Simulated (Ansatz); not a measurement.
C₂H₉BSi, SMILES `B[SiH2]CC`, charge 0, multiplicity 1.

(1) Give a relaxed structure at PBE0-D4/def2-TZVP (the Gaussian-basis code of Ansatz). (An estimate is asked.)

## Answers

(1) The calculation gave: 
```xyz
13

B    -1.2683    1.7544    1.4597
Si   -0.9171    0.2801    0.1408
C     0.8895   -0.1752   -0.1225
C     1.0993   -1.3365   -1.0888
H    -2.3582    2.2430    1.5370
H    -0.4377    2.1594    2.2211
H    -1.5489    0.5993   -1.1758
H    -1.6529   -0.9105    0.6783
H     1.4172    0.7166   -0.4787
H     1.3235   -0.4069    0.8564
H     0.6879   -1.1118   -2.0764
H     0.6059   -2.2444   -0.7319
H     2.1599   -1.5675   -1.2192
```
This is one stationary point; other conformers may exist.
